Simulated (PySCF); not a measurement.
## How methods differ on the excitation energy of Ni

Ni [Ar] 3d8 4s2 (3F) → Ni [Ar] 3d7 4s2 4p1 (high-spin determinant), as a difference of total energies. All numbers are calculated (PySCF 2.14, the spin-free X2C one-electron Hamiltonian (Gaussian nucleus), in x2c-QZVPPall (11s7p6d4f2g, 108 functions)). Correlated levels: valence: [Ar] frozen; valence and next inner shell: [Ne] frozen. The calculations carry no spin-orbit coupling.

```tsv
method	excitation energy (eV)
UHF	6.030
LDA	8.978
PBE	8.642
PBE0	8.094
r2SCAN	8.334
B97-3	8.252
BHandHLYP	7.671
r2SCANh	8.161
MP2 (valence)	7.854
SCS-MP2 (valence)	7.858
MP2 (valence and next inner shell)	8.153
SCS-MP2 (valence and next inner shell)	8.026
```

Question: How much does correlation contribute at MP2 (valence and next inner shell)?

Answer: 8.153 − (6.030) = 2.123 eV, measured against UHF.

A first-order spin-orbit estimate (lowest level to lowest level, LS coupling) adds 0.012 eV.

The upper state lies above the first ionisation limit, but in LS coupling its spin forbids autoionisation to the ground ion.

The basis was made for the ground configuration and has no added diffuse functions, so the excitation energy can come out too high.

The determinant of the upper state mixes LS terms, which raises its energy above the lowest term, most at the Hartree-Fock and MP2 levels.
